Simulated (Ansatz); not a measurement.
CH4Cl2InN, SMILES `C[NH][In]([Cl])[Cl]`. The species carries charge 0 and has multiplicity 1. In: def2 effective core potential. The geometry is a stationary point of PBE0-D4/def2-TZVP. It is one conformer, not always the lowest.

```xyz
9

C     0.872    0.171    1.097
N     0.622   -0.004   -0.319
In   -1.174   -0.228   -1.137
Cl   -2.972   -0.760    0.214
Cl   -1.508   -0.163   -3.419
H     1.781   -0.363    1.399
H     0.048   -0.246    1.680
H     0.983    1.221    1.394
H     1.348    0.372   -0.909
```

(1) What is the dipole moment at PBE/def2-TZVPP? (Estimate.)

(2) And with r2SCAN, B3LYP, ωB97M-V? (An estimate is asked.)

(3) Give the Mulliken charges with PBE, r2SCAN, ωB97M-V in def2-TZVPP. (Estimate.)

## Answers

(1) Computed: 3.12 D, with components (2.70, 0.97, 1.23) D in this frame, pointing from negative to positive charge.

(2) The calculation gave: r2SCAN 3.16 D, B3LYP 3.08 D, ωB97M-V 2.97 D.

(3) Computed: 
```json
{"atom": "C1", "PBE": "-0.17", "r2SCAN": "-0.02", "ωB97M-V": "-0.21"}
{"atom": "N2", "PBE": "-0.34", "r2SCAN": "-0.42", "ωB97M-V": "-0.39"}
{"atom": "In3", "PBE": "0.75", "r2SCAN": "0.85", "ωB97M-V": "0.81"}
{"atom": "Cl4", "PBE": "-0.34", "r2SCAN": "-0.37", "ωB97M-V": "-0.33"}
{"atom": "Cl5", "PBE": "-0.33", "r2SCAN": "-0.36", "ωB97M-V": "-0.33"}
{"atom": "H6", "PBE": "0.10", "r2SCAN": "0.06", "ωB97M-V": "0.12"}
{"atom": "H7", "PBE": "0.09", "r2SCAN": "0.05", "ωB97M-V": "0.11"}
{"atom": "H8", "PBE": "0.10", "r2SCAN": "0.06", "ωB97M-V": "0.12"}
{"atom": "H9", "PBE": "0.15", "r2SCAN": "0.15", "ωB97M-V": "0.12"}
```

B3LYP here is the variant with VWN-RPA as its local correlation; programs differ in this.
